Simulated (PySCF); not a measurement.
# Polarisability and C₆ of Ru²¹⁺ (ruthenium, charge +21)

[Ar] 3d5, high-spin 6S determinant. Computed with PySCF 2.14 in an even-tempered Gaussian basis (17 s from 2.1 bohr⁻², ratio 2.5; 11 p from 2.7 bohr⁻², ratio 2.5; 8 d from 2.7 bohr⁻², ratio 2.5; 4 f from 12 bohr⁻², ratio 2.7; 3 g from 18 bohr⁻², ratio 2.7), with the non-relativistic Hamiltonian (point nucleus). Coupled (time-dependent) response in atomic units; α is the mean over directions.

```csv
method,mean α (bohr³),C₆ (like pair),S(−4)
UHF,0.03547,0.01142,0.0006069
PBE0,0.03538,0.01146,0.0005929
```

S(−4) is the Cauchy moment in α(ω) = α(0) + S(−4) ω² + …

α(iu) at PBE0:

```tsv
u (hartree)	α(iu) (bohr³)
0	0.03538
1.00	0.03480
2.00	0.03324
4.00	0.02877
6.00	0.02450
8.00	0.02120
10.0	0.01873
15.0	0.01458
20.0	0.01183
30.0	0.008161
50.0	0.004380
```

A single London oscillator, α(iu) = α/(1 + u²/ω²), gives C₆ = (3/4) ω α². Matching the computed C₆ needs ω = 4 × 0.01146 / (3 × 0.03538²) = 12.2 hartree.

For an ion, C₆ is the dispersion term alone; charge-induced terms of lower order in 1/R come first.

A non-relativistic calculation at this Z misses sizeable relativistic shifts.
